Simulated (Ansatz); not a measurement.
Reaction (formal exchange of groups at a B–C bond): `B/C=C/CF` + `CC(C)F` → `BC(C)(C)F` + `C=CCF`

Program: Ansatz. Geometries: PBE0-D4/def2-TZVP. ΔE: electronic, gas phase. CCSD(T)/CBS is the MP2 limit (def2-TZVPP, def2-QZVPP) plus CCSD(T) − MP2 in def2-TZVPP, frozen cores. This one scheme is used for every species. Functionals use def2-TZVPP. B3LYP here is the variant with VWN-RPA as its local correlation; programs differ in this. One conformer a species, not always the lowest.

```json
{"level": "PBE-D4", "ΔE (kJ/mol)": "45.7", "difference from CCSD(T)/CBS": "5.0"}
{"level": "r2SCAN-D4", "ΔE (kJ/mol)": "45.2", "difference from CCSD(T)/CBS": "4.5"}
{"level": "PBE0-D4", "ΔE (kJ/mol)": "45.6", "difference from CCSD(T)/CBS": "4.9"}
{"level": "B3LYP-D4", "ΔE (kJ/mol)": "45.0", "difference from CCSD(T)/CBS": "4.3"}
{"level": "ωB97X-V", "ΔE (kJ/mol)": "40.5", "difference from CCSD(T)/CBS": "-0.2"}
{"level": "PBE0", "ΔE (kJ/mol)": "47.3", "difference from CCSD(T)/CBS": "6.6"}
{"level": "B3LYP", "ΔE (kJ/mol)": "48.3", "difference from CCSD(T)/CBS": "7.6"}
{"level": "HF/def2-TZVPP", "ΔE (kJ/mol)": "48.5", "difference from CCSD(T)/CBS": "7.8"}
{"level": "MP2/def2-TZVPP", "ΔE (kJ/mol)": "43.9", "difference from CCSD(T)/CBS": "3.2"}
{"level": "SCS-MP2/def2-TZVPP", "ΔE (kJ/mol)": "43.5", "difference from CCSD(T)/CBS": "2.8"}
{"level": "CCSD(T)/def2-TZVPP", "ΔE (kJ/mol)": "41.4", "difference from CCSD(T)/CBS": "0.7"}
{"level": "HF/def2-QZVPP", "ΔE (kJ/mol)": "48.8", "difference from CCSD(T)/CBS": "8.1"}
{"level": "SCS-MP2/def2-QZVPP", "ΔE (kJ/mol)": "43.2", "difference from CCSD(T)/CBS": "2.5"}
{"level": "HF/CBS(def2)", "ΔE (kJ/mol)": "48.8", "difference from CCSD(T)/CBS": "8.1"}
{"level": "MP2/CBS(def2)", "ΔE (kJ/mol)": "43.2", "difference from CCSD(T)/CBS": "2.5"}
{"level": "CCSD/CBS(def2)", "ΔE (kJ/mol)": "40.5", "difference from CCSD(T)/CBS": "-0.2"}
{"level": "CCSD(T)/CBS", "ΔE (kJ/mol)": "40.7", "difference from CCSD(T)/CBS": "0"}
```

Largest T1 diagnostic among the species: 0.011.

The D4 term adds −3.3 kJ/mol with B3LYP and −1.7 kJ/mol with PBE0; it sums over pairs of atoms, weighted by their polarisabilities, and B3LYP, whose exchange is more repulsive, gets the larger term. In def2-TZVPP, CCSD(T) changes the Hartree–Fock value by −7.1 kJ/mol (the triples alone add +0.2 kJ/mol) and MP2 by −4.6 kJ/mol.
